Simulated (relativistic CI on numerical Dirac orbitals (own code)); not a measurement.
# Ce4+: M4,5 absorption edge

Computed with this model: Dirac-Coulomb-Breit CI, separate exchange-only KLI orbitals for each configuration, a model potential for QED, valence Slater integrals scaled by 0.8, multiplet model of core-to-valence dipole absorption; configurations [Kr] 4d10 5s2 5p6 → [Ar] 3d9 4s2 4p6 4d10 4f 5s2 5p6; 10 K; Lorentzian 0.6 eV and Gaussian 0.4 eV FWHM. Energies are those of the free ion, without screening or charge transfer. The branching ratio is the share of the lower-energy edge in the whole absorption, uncertain by about 0.02 where the edges overlap. S is read from ⟨S²⟩ = S(S + 1).

free ion: ground-state S = 0.00, centroid 898.70 eV, branching ratio 0.397. Peaks (eV, height): 887.9 (66), 905.9 (100).

The statistical ratio of this edge is 3/5 = 0.600. Values above it arise where the holes sit mainly in the j = l + 1/2 valence subshell or the ground state has high spin; values below it where core-valence Coulomb terms move weight to the upper edge, as in nearly empty shells.

Strongest unbroadened transitions for free ion:

```csv
Energy (eV),Relative strength
882.92,0.5
887.87,65.4
905.86,100.0
```
